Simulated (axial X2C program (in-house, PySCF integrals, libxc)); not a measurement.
# Low determinants of ScI at the PBE0 level, two-component

Computed with an in-house relativistic program for diatomic molecules. Two-component (2c) means X2C with spin–orbit coupling and atomic mean-field two-electron Coulomb and Gaunt terms. Basis: I dyall-cv3z [11s12p8d4f1g], Sc dyall-cv3z [10s11p7d5f2g] (cores contracted in-house); Gaussian nuclei, density fitting, unrestricted open shells. Masses: I 126.904 u, Sc 44.956 u.

Search at 2.700 Å (vertical energies from the lowest determinant):

```json
{"ΔE (eV)": "0.00", "state": "Ω = 1", "electrons beyond evenly filled partner blocks": "ω = -1/2, ω = 3/2", "electrons in ±ω = 1/2, 3/2, 5/2, 7/2": "49 21 4 0"}
{"ΔE (eV)": "0.01", "state": "Ω = 3", "electrons beyond evenly filled partner blocks": "ω = 1/2, ω = 5/2", "electrons in ±ω = 1/2, 3/2, 5/2, 7/2": "49 20 5 0"}
{"ΔE (eV)": "0.18", "state": "Ω = 2", "electrons beyond evenly filled partner blocks": "ω = 1/2, ω = 3/2", "electrons in ±ω = 1/2, 3/2, 5/2, 7/2": "49 21 4 0"}
{"ΔE (eV)": "0.27", "state": "Ω = 0", "electrons beyond evenly filled partner blocks": "none", "electrons in ±ω = 1/2, 3/2, 5/2, 7/2": "50 20 4 0"}
{"ΔE (eV)": "0.34", "state": "Ω = 2", "electrons beyond evenly filled partner blocks": "ω = -1/2, ω = 5/2", "electrons in ±ω = 1/2, 3/2, 5/2, 7/2": "49 20 5 0"}
{"ΔE (eV)": "0.38", "state": "Ω = 1", "electrons beyond evenly filled partner blocks": "2 × ω = 1/2", "electrons in ±ω = 1/2, 3/2, 5/2, 7/2": "50 20 4 0"}
{"ΔE (eV)": "1.57", "state": "Ω = 1", "electrons beyond evenly filled partner blocks": "ω = -3/2, ω = 5/2", "electrons in ±ω = 1/2, 3/2, 5/2, 7/2": "48 21 5 0"}
```

Lowest determinant, Ω = 1 (⟨Sz⟩ = -1.00, ⟨Lz⟩ = 2.00 at PBE0): Re = 2.697 Å, ωe = 250.9 cm⁻¹.

The determinant in row 2 of the search, Ω = 3 (⟨Sz⟩ = 1.00, ⟨Lz⟩ = 2.00 at PBE0), was followed along the bond at PBE0; measured from the minimum of the lowest determinant it gives:

Te = 0.015 eV (119 cm⁻¹), Re = 2.696 Å, ωe = 251.1 cm⁻¹.

The determinant in row 3 of the search, Ω = 2 (⟨Sz⟩ = 1.00, ⟨Lz⟩ = 1.00 at PBE0), was followed along the bond at PBE0; measured from the minimum of the lowest determinant it gives:

Te = 0.184 eV (1480 cm⁻¹), Re = 2.709 Å, ωe = 245.4 cm⁻¹.

(1) Compare the bond of the determinant in row 2 with that of the lowest one.

The search compares states at one distance, so a state with another bond length can lie lower; it is not exhaustive and yields mostly the lowest determinant of each block pattern, so other components and higher states of one pattern are missing. These are energies of single determinants, not of spin-adapted states; PBE0 term energies can be off by some tenths of an eV, and the functional has no current term. Open-shell Ω = 0 determinants with evenly filled partner blocks cannot be reached by this program, so the Ω shown need not be the lowest component. The lowest determinant need not be the ground state where others lie within half an eV.

Answers

(1) At PBE0 its Re is 0.001 Å shorter and its force constant, which goes as ωe², is 1.00 times that of the lowest determinant. T0 ≈ Te + Δωe/2 = 119 + (0) = 119 cm⁻¹.
